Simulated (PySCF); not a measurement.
PySCF input:

```python
from pyscf import gto, scf, dft

mol = gto.M(
    atom='''
    N    -1.10139600    0.28069552    0.24706094
    C     0.04274511   -0.02393513   -0.00078960
    O     1.14816135   -0.19903996   -0.32068421
    H    -1.73198952   -0.22893827    0.84078472
    ''',
    basis='def2-tzvpd',
    charge=0,
    spin=0,
    verbose=4,
)

mf = scf.RHF(mol).density_fit(auxbasis='def2-universal-jkfit')
mf.conv_tol = 1e-9
mf.max_cycle = 100
mf.max_memory = 1500
mf.kernel()
if not mf.converged:
    mf = mf.newton()
    mf.kernel(mf.make_rdm1())
mf.analyze()
```

**Question.** Predict the final energy.

**Answer.** -167.83702 Eh (HF/def2-TZVPD).
